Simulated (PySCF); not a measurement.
Compound: C5H4F2O.
Cartesian coordinates in Å at the PBE0-D3(BJ)/def2-SVP level; atoms count from 1:
```xyz
12
C5H4F2O angstrom
F      2.243   -0.794    1.232
C      1.866   -0.312    0.025
F      2.542    0.841   -0.163
C      0.399   -0.072   -0.026
C     -0.416    0.840    0.578
C     -1.739    0.525    0.144
C     -1.616   -0.552   -0.684
O     -0.325   -0.917   -0.790
H      2.165   -1.038   -0.751
H     -0.105    1.638    1.248
H     -2.663    1.032    0.414
H     -2.331   -1.143   -1.252
```

The closed-shell ground state was solved at several levels (PySCF, density fitting, gas phase, non-relativistic).

| level | basis functions | total energy (Eh) | HOMO (eV) | LUMO (eV) | gap (eV) | dipole (D) |
| --- | --- | --- | --- | --- | --- | --- |
| KT2/pcSseg-2 | 344 | -475.1130 | -6.05 | -1.41 | 4.64 | 2.27 |
| PBE0/pcSseg-1 | 156 | -467.2803 | -7.15 | -0.39 | 6.76 | 2.31 |
| CAM-B3LYP/def2-SVPD | 201 | -467.3248 | -8.48 | 0.58 | 9.06 | 2.44 |

Task: What might B3LYP/pcJ-1 (256 basis functions) give for the same quantities?

Result: Total energy -467.8241 Eh, HOMO -6.91 eV, LUMO -0.60 eV, gap 6.31 eV, dipole 2.33 D.

Task: Over all these levels, which gives the widest orbital gap and which the narrowest?

Result: CAM-B3LYP/def2-SVPD (range-separated hybrid) has the widest, 9.06 eV, and KT2/pcSseg-2 (GGA) the narrowest, 4.64 eV. Functional and basis both differ between the two, so the spread mixes both effects.

Task: How far do the dipole and the HOMO energy spread over the levels?

Result: The dipole runs from 2.27 to 2.44 D (mean 2.34 D) and the HOMO from -8.48 to -6.05 eV.

One conformer stands for the species.
